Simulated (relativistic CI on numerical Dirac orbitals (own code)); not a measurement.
# Rh⁵⁺: M2,3 absorption edge

Computed with this model: Dirac-Coulomb-Breit CI, separate exchange-only KLI orbitals for each configuration, model QED (radiative potential, 1s self-energy scaled to tabulated hydrogen-like ionisation energies), valence Slater integrals scaled by 0.9, multiplet model of core-to-valence dipole absorption; configurations [Kr] 4d4 → [Ne] 3s2 3p5 3d10 4s2 4p6 4d5; 300 K; Lorentzian 2 eV and Gaussian 0.4 eV FWHM. Energies are those of the free ion, without screening or charge transfer. The branching ratio is the share of the lower-energy edge in the whole absorption, uncertain by about 0.02 where the edges overlap. S is read from ⟨S²⟩ = S(S + 1).

Field parameters in Wybourne normalisation: D3d B²₀ = −7Dσ, B⁴₀ = −14Dq − 21Dτ, B⁴₃ = −14√(10/7) Dq; D4h B²₀ = −7Ds, B⁴₀ = 21(Dq − Dt), B⁴₄ = 21√(5/14) Dq; Td as Oh with Dq negative (B⁴₀ = 21Dq, B⁴₄ = √(5/14) B⁴₀). The field is a parameter set, without covalency.

Peaks in eV (height, largest 100): 506.8 (100), 531.8 (21).

(1) Which surroundings give this spectrum?
A. D3d, 10Dq = 43000, Dσ = -300, Dτ = 410 cm⁻¹
B. free ion
C. D4h, 10Dq = 23300, Ds = 1080, Dt = -460 cm⁻¹
D. Td, 10Dq = -18900 cm⁻¹

Answers

(1) C. D4h, 10Dq = 23300, Ds = 1080, Dt = -460 cm⁻¹, where the ground state has S = 1.15.
